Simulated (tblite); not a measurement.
Species: C₂H₄Cl₂NSi₂ (doublet state).
SMILES with atom numbers: `[NH2:1][Si@@H:2]1[CH:3]=[C:4]([Cl:5])[Si:6]1[Cl:7]` (hydrogens: H8, H9 on N1; H10 on Si2; H11 on C3)

The geometry is computed with GFN2-xTB (gas phase). This method treats the open shell by occupation alone, without spin polarisation.

Q: Give the optimised bond lengths and angles.

A: 
```csv
bond,length (bohr)
N1–Si2,3.256
Si2–C3,3.581
C3=C4,2.518
C4–Cl5,3.259
C4–Si6,3.649
Si6–Cl7,3.892
Si2–Si6,4.469
"N1–H8, N1–H9",1.901
Si2–H10,2.774
C3–H11,2.035
```

Bonds in one row agree within 0.02 bohr and their mean is given. A selection of angles:
```csv
angle,degrees
Si2–N1–H8,119.7
H8–N1–H9,110.2
N1–Si2–C3,110.9
N1–Si2–Si6,118.8
N1–Si2–H10,102.2
C3–Si2–Si6,74.5
C3–Si2–H10,114.0
Si6–Si2–H10,132.2
Si2–C3–C4,106.8
Si2–C3–H11,128.0
C4–C3–H11,125.0
C3–C4–Cl5,125.3
C3–C4–Si6,104.5
Cl5–C4–Si6,130.2
C4–Si6–Cl7,106.7
Si2–Si6–C4,74.1
Si2–Si6–Cl7,120.1
```

Torsions: N1–Si2–C3–C4 -118° (anticlinal); Si2–C3–C4–Cl5 -178° (antiperiplanar); C3–C4–Si6–Cl7 -120° (anticlinal); N1–Si2–Si6–C4 107° (anticlinal).

Si6 (silicon bonded to C, Cl and Si) is pyramidal (angles 120.1°, 106.7° and 74.1°, sum 301.0°, 0.93 Å off the plane of its three neighbours). Si2 (silicon bonded to C, N, Si and H) has angles from 74.5° to 132.2°. The 2 C–Si bonds span 1.895 Å (Si2–C3, drawn single) to 1.931 Å (C4–Si6, drawn single), a spread of 0.036 Å. N1 (nitrogen bonded to Si and 2 H) has angles 119.8°, 119.7° and 110.2°, sum 349.7°, 0.22 Å off the plane of its three neighbours. C4 (carbon bonded to C, Cl and Si) is planar (angles 130.2°, 125.3° and 104.5°, sum 360.0°, 0.01 Å off the plane of its three neighbours). C3 (carbon bonded to C, Si and H) is planar (angles 128.0°, 125.0° and 106.8°, sum 359.9°, 0.03 Å off the plane of its three neighbours). The 4-membered ring Si2–C3–C4–Si6 has internal angles of 74.1° to 106.8°; it is almost planar, 0.02 Å rms from its mean plane, widest ring torsion 3°.

Point group: C1 (no symmetry element, even within 0.4 Å). Its GFN2-xTB frequencies are all real (lowest 72 cm⁻¹). Torsions: H–N1–Si2–C3 -176° and 42°. 3 starts were optimised and ended at 0.00, 1.71 and 1.71 kcal/mol (GFN2-xTB); the lowest of these is shown.

Time: 0.33 s of wall time. Hardware: an Arm Neoverse V2 with one thread, no GPU, shared host. These figures are those of the optimisation.

One conformer stands for the species.
